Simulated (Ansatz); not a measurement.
`C=CCCCCCCCCC[S][Au]` with charge +1. Charge 1, multiplicity 2. Geometry PBE-D4/def2-SVP, that of the neutral singlet; atoms count from 1.

```xyz
34

C     0.158    1.128   -5.723
C    -0.554    1.446   -4.628
C    -0.030    2.231   -3.456
C     0.094    1.418   -2.151
C    -1.235    0.893   -1.594
C    -1.103    0.078   -0.300
C    -0.635    0.880    0.921
C    -0.593    0.079    2.230
C     0.451   -1.043    2.259
C     0.500   -1.787    3.597
C     1.553   -2.892    3.626
S     1.582   -3.936    5.132
Au    2.088   -2.469    6.792
H    -0.277    0.539   -6.546
H     1.208    1.450   -5.840
H    -1.601    1.098   -4.561
H     0.962    2.656   -3.716
H    -0.705    3.098   -3.266
H     0.782    0.560   -2.325
H     0.590    2.060   -1.391
H    -1.924    1.752   -1.422
H    -1.728    0.259   -2.361
H    -0.409   -0.773   -0.485
H    -2.087   -0.384   -0.063
H     0.374    1.310    0.730
H    -1.313    1.752    1.053
H    -1.599   -0.353    2.431
H    -0.392    0.775    3.074
H     1.455   -0.614    2.034
H     0.247   -1.772    1.444
H    -0.494   -2.226    3.831
H     0.717   -1.072    4.423
H     1.346   -3.647    2.832
H     2.569   -2.494    3.422
```

In the def2 sets Au takes a core potential; there is no spin–orbit coupling.

**Question.** Estimate the Mulliken populations of the heavy atoms from the PBE0/def2-SVP orbitals of Ansatz.

**Answer.** 
| atom | charge (e) | spin (α − β) | d electrons |
| --- | --- | --- | --- |
| C1 | -0.03 | 0.18 | – |
| C2 | -0.10 | 0.10 | – |
| C3 | -0.01 | 0.00 | – |
| C4 | -0.10 | 0.02 | – |
| C5 | -0.07 | 0.00 | – |
| C6 | -0.08 | 0.00 | – |
| C7 | -0.07 | 0.00 | – |
| C8 | -0.05 | 0.00 | – |
| C9 | -0.11 | 0.01 | – |
| C10 | -0.06 | 0.02 | – |
| C11 | -0.19 | -0.03 | – |
| S12 | 0.10 | 0.66 | – |
| Au13 | 0.38 | 0.04 | 9.75 |
Mulliken values depend strongly on the basis.

**Question.** Where does the spin sit?

**Answer.** Summed by element: C 0.29, S 0.66, Au 0.04, H 0.02, of 1 unpaired in all. Largest on single atoms: S12 0.66, C1 0.18, C2 0.10.

**Question.** And the Mayer bond orders between heavy atoms (over 0.3)?

**Answer.** S12–Au13 1.07 (2.27 Å); C1–C2 1.79 (1.34 Å); C2–C3 1.06 (1.50 Å); C3–C4 1.05 (1.54 Å); C4–C5 1.05 (1.53 Å); C5–C6 1.09 (1.54 Å); C6–C7 1.06 (1.53 Å); C7–C8 1.09 (1.53 Å); C8–C9 1.06 (1.53 Å); C9–C10 1.06 (1.53 Å); C10–C11 1.00 (1.53 Å); C11–S12 1.00 (1.83 Å).
